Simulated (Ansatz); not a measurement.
TeF4: single points at one geometry.

```yaml
crystal:
  periodic: [false, false, false]
  atoms:
    - {symbol: Te, position_ang: [-0.352492, -0.466009, -0.006303]}
    - {symbol: F, position_ang: [-0.231155, -0.286667, 1.934420]}
    - {symbol: F, position_ang: [-0.187671, -0.267018, -1.941901]}
    - {symbol: F, position_ang: [1.546253, -0.368149, 0.015501]}
    - {symbol: F, position_ang: [-0.774935, 1.387853, -0.001717]}
basis:
  gaussian: {orbitals: def2-TZVP}
magnetization: {spin_polarized: true, initial_magnetization: 2}
hamiltonian: {xc: pbe0, dispersion: d4}
scf: {omitted_lower_state_checks: [starts]}
output: {orbitals: {seedname: orbitals}}
```

The file start.molden holds the orbitals of an earlier run on this structure, at another level or in another basis.

```sh
$ ansatz run in.yaml --threads 4 --pin off --events-out ev --progress --plain --max-ram 3916MiB
```

It prints (some lines left out):

```
Functional definition: PBE0
1062 factors; their error is unknown
mean field evaluation 1: about -18145.3056 eV, gradient 4.5e1 eV
mean field evaluation 2: about -18128.7225 eV, gradient 8.8e1 eV
mean field evaluation 4: about -18151.8829 eV, gradient 2.1e0 eV
mean field evaluation 8: about -18151.8951 eV, gradient 9.1e-2 eV
mean field evaluation 16: about -18152.0803 eV, gradient 2.5e-3 eV
mean field -18152.08033782 eV, -667.0766484929 hartree, gradient 4.1e-5 eV, S^2 2.010247; 0 other end points of the search recorded, 0 dependent functions left out
reference -18152.08036537 eV, -667.0766495052 hartree; 31, 29 occupied and 143, 145 virtual orbitals, 1062 factors
Total energy: -18152.16458123 eV, -667.0797443813 hartree
Checks for a lower state left out: starts
```

Hardware: 4 threads of Arm Neoverse V1 on a shared host. Wall time 3.3 s.

As the first input, with `gaussian: {orbitals: def2-TZVP, initial_orbitals: start.molden}`, `hamiltonian: {xc: r2scan, dispersion: d4}` (abridged; 4.5 s):

```
Functional definition: r2SCAN
mean field -18161.01429156 eV, -667.4049652371 hartree, gradient 6.4e-5 eV, S^2 2.007732
Total energy: -18161.03677995 eV, -667.4057916705 hartree
Checks for a lower state left out: starts
```

First input, but with `gaussian: {orbitals: def2-TZVP, initial_orbitals: start.molden}`, `hamiltonian: {xc: pbe, dispersion: d4}` (abridged; 2 s):

```
Functional definition: PBE
mean field -18152.52083628 eV, -667.0928365127 hartree, gradient 2.5e-5 eV, S^2 2.003099
Total energy: -18152.62219875 eV, -667.0965615150 hartree
Checks for a lower state left out: starts
```

Geometry: B3LYP-D4/def2-SVP, that of the neutral singlet.

In the def2 sets Te takes a core potential; there is no spin–orbit coupling. At PBE0-D4/def2-TZVP a singlet of charge 0 lies 4.66 eV below the triplet at the same geometry.
